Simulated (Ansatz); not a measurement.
C3H9FSi (`CC(F)C[SiH3]`). Total charge 0; spin multiplicity 1.

```tsv
atom	x (Å)	y (Å)	z (Å)
C1	1.402	0.332	1.493
C2	0.809	-0.008	0.150
F3	1.038	-1.366	-0.093
C4	-0.678	0.255	0.043
Si5	-1.461	-0.419	-1.533
H6	1.276	1.397	1.702
H7	0.904	-0.237	2.281
H8	2.468	0.099	1.513
H9	1.338	0.532	-0.645
H10	-1.194	-0.172	0.911
H11	-0.850	1.336	0.076
H12	-0.653	-0.004	-2.712
H13	-1.570	-1.898	-1.512
H14	-2.829	0.152	-1.674
```

(1) What are the harmonic wavenumbers in cm⁻¹ at PBE0-D4/def2-TZVP (Ansatz, finite differences of forces, unscaled)? (An estimate is asked.)

(2) Is this a minimum?

(3) Give the ideal-gas thermochemistry at 298.15 K and 1 bar (rigid rotor, harmonic oscillator; point group C1, symmetry number 1).

Answers

(1) Computed: 70, 138, 160, 240, 326, 418, 459, 531, 603, 753, 826, 869, 925, 944, 951, 954, 1024, 1099, 1161, 1218, 1233, 1367, 1381, 1405, 1437, 1475, 1487, 2218, 2220, 2246, 3040, 3050, 3056, 3101, 3137, 3141.

(2) Yes, all 36 modes are real.

(3) Zero-point energy 291.1 kJ/mol; H(298) − E = 312.7 kJ/mol; entropy 347.4 J/(mol·K), of which translation 165.3, rotation 112.0, vibration 70.1; G(298) − E = 209.1 kJ/mol. Modes under 100 cm⁻¹ are hindered rotations or soft bends, so the harmonic entropy is rough.
